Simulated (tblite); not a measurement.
Compound: C3H10N2Si.
Numbering: `[CH2:1]=[CH:2][CH2:3][NH:4][SiH2:5][NH2:6]` (hydrogens: H7, H8 on C1; H9 on C2; H10, H11 on C3; H12 on N4; H13, H14 on Si5; H15, H16 on N6)

Computed with GFN2-xTB (tblite), gas phase: L-BFGS steps from a force-field or distance-geometry start until the largest atomic force falls under 0.01 eV/Å.

Step 99: E = -519.5359 eV
```
atom  x, y, z in Å  |  force x, y, z in eV/Å
C1      2.9697    0.3672    0.3584    0.095   0.054   0.034
C2      1.7635    0.1632   -0.1337   -0.056   0.008   0.048
C3      0.8060   -0.8911    0.3427    0.034  -0.027  -0.012
N4     -0.4040   -0.2886    0.8414    0.064   0.021  -0.061
Si5    -1.9902   -0.4346    0.2190   -0.032  -0.013  -0.046
N6     -2.6610    1.1478    0.3854   -0.001   0.023  -0.050
H7      3.3933   -0.2544    1.1307   -0.061  -0.046   0.004
H8      3.6009    1.1674    0.0102    0.012   0.002  -0.044
H9      1.3644    0.8155   -0.8988   -0.009  -0.006  -0.014
H10     1.2775   -1.5018    1.1219    0.065  -0.047   0.020
H11     0.5449   -1.5432   -0.4931   -0.036  -0.038  -0.006
H12    -0.2243    0.3066    1.6323   -0.075   0.034   0.044
H13    -1.8324   -0.9468   -1.1547   -0.022   0.002   0.062
H14    -2.8871   -1.3002    1.0002    0.056   0.019  -0.039
H15    -2.1046    1.9111    0.0319   -0.042   0.041   0.020
H16    -3.6243    1.2909    0.1298    0.007  -0.028   0.040
```

Step 100: E = -519.5372 eV
```
atom  x, y, z in Å  |  force x, y, z in eV/Å
C1      2.9782    0.3613    0.3607    0.053   0.032   0.026
C2      1.7703    0.1643   -0.1312   -0.057   0.016   0.036
C3      0.8056   -0.8865    0.3406    0.035  -0.015  -0.013
N4     -0.4028   -0.2763    0.8356    0.057   0.038  -0.033
Si5    -1.9920   -0.4345    0.2213   -0.001  -0.009  -0.037
N6     -2.6704    1.1450    0.3836    0.013   0.037  -0.051
H7      3.4001   -0.2649    1.1300   -0.061  -0.042   0.005
H8      3.6114    1.1598    0.0134    0.024   0.009  -0.044
H9      1.3748    0.8220   -0.8952    0.000  -0.026   0.012
H10     1.2723   -1.5038    1.1190    0.047  -0.026   0.001
H11     0.5404   -1.5336   -0.4987   -0.019  -0.030   0.011
H12    -0.2242    0.3162    1.6305   -0.078   0.000  -0.001
H13    -1.8349   -0.9507   -1.1510   -0.022   0.003   0.062
H14    -2.8821   -1.3031    1.0069    0.055   0.021  -0.038
H15    -2.1191    1.9110    0.0267   -0.049   0.023   0.026
H16    -3.6352    1.2827    0.1315    0.004  -0.030   0.038
```

Step 101: E = -519.5390 eV
```
atom  x, y, z in Å  |  force x, y, z in eV/Å
C1      3.0477    0.3050    0.3662   -0.307  -0.043  -0.095
C2      1.8194    0.1806   -0.1186    0.244   0.070   0.159
C3      0.8011   -0.8347    0.3300    0.053   0.083  -0.023
N4     -0.3989   -0.1740    0.7869   -0.092   0.073   0.052
Si5    -2.0076   -0.4354    0.2358    0.221   0.050   0.028
N6     -2.7524    1.1166    0.3788    0.017   0.078  -0.081
H7      3.4456   -0.3663    1.1152   -0.108   0.059  -0.074
H8      3.7159    1.0827    0.0290   -0.037  -0.081  -0.009
H9      1.4519    0.8750   -0.8693    0.049  -0.093   0.117
H10     1.2281   -1.4803    1.1123   -0.013   0.034  -0.057
H11     0.5262   -1.4582   -0.5248    0.024  -0.052   0.037
H12    -0.2392    0.3822    1.6175   -0.063  -0.108  -0.177
H13    -1.8435   -0.9708   -1.1285   -0.040   0.001   0.067
H14    -2.8453   -1.3284    1.0544    0.069   0.043  -0.056
H15    -2.2339    1.9064    0.0180   -0.089  -0.076   0.056
H16    -3.7227    1.2086    0.1207    0.071  -0.037   0.058
```

Problem. Estimate the geometry and energy of step 102. (The exact step hangs on the optimiser's Hessian estimate; all steps are aligned on step 101, rigid shifts and turns removed.)

Solution. E = -519.5421 eV, largest force 0.139 eV/Å
```
atom  x, y, z in Å  |  force x, y, z in eV/Å
C1      3.0052    0.3428    0.3663   -0.106  -0.031  -0.025
C2      1.7916    0.1694   -0.1274    0.063   0.062   0.028
C3      0.8072   -0.8676    0.3344    0.006   0.031  -0.013
N4     -0.3980   -0.2361    0.8130   -0.002   0.077   0.063
Si5    -1.9951   -0.4312    0.2237    0.107  -0.008  -0.008
N6     -2.6990    1.1358    0.3750    0.030   0.082  -0.021
H7      3.4077   -0.3036    1.1314   -0.038   0.029  -0.021
H8      3.6521    1.1324    0.0209    0.012  -0.040  -0.005
H9      1.4096    0.8348   -0.8936    0.016  -0.040   0.060
H10     1.2623   -1.4982    1.1110   -0.010   0.001  -0.013
H11     0.5326   -1.5029   -0.5116    0.019  -0.037   0.026
H12    -0.2414    0.3306    1.6347   -0.016  -0.075  -0.116
H13    -1.8419   -0.9614   -1.1406   -0.019  -0.009   0.018
H14    -2.8586   -1.3042    1.0299    0.017  -0.003  -0.022
H15    -2.1720    1.9192    0.0177   -0.048  -0.028   0.026
H16    -3.6698    1.2489    0.1388   -0.034  -0.013   0.024
```

The energy changes by -0.0030 eV. The first-order estimate −F·Δx gives -0.0080 eV and the mean of the old and new forces, exact on a quadratic surface, -0.0036 eV. The step makes an angle of 87° with the force vector and moves no atom by more than 0.081 Å.

What follows is the cost of the whole relaxation. On an Arm Neoverse N1 with one thread, no GPU, shared host with 64 logical CPUs at a one-minute load of 60, this took 1.7 s.
